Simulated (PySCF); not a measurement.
# Size series: carbon bowl

All values: TDA B3LYP/6-31G*, gas phase, PySCF SCF with an in-house response code, fitting set def2-universal-JFIT up to Ne and JKFIT beyond, grid level 1 (kernel 0), vertical, one conformer each, geometries GFN2-xTB; core orbitals frozen in the response, virtual orbitals above 1.5 Eh left out. The lowest 6 singlets were sought, and the brightest is taken among them. The runs took 1 to 7 CPU minutes each on shared server CPUs.

Some members have small gaps, where a closed-shell solution may not be the ground state.

| rings | formula | HOMO-LUMO gap / eV | S1 / eV | brightest singlet sought / eV | LUMO / eV | HOMO / eV |
| --- | --- | --- | --- | --- | --- | --- |
| 5 | C18H10 | 4.04 | 3.27 | 4.59 | -1.82 | -5.86 |
| 6 | C20H10 | 4.41 | 3.61 | 4.30 | -1.53 | -5.94 |
| 7 | C22H10 | 3.31 | 2.62 | 3.87 | -2.13 | -5.44 |
| 15 | C38H10 | 1.39 | 0.85 | 2.07 | -3.32 | -4.71 |
| 16 | C40H10 | 1.96 | 1.34 | 2.37 | -3.03 | -4.99 |
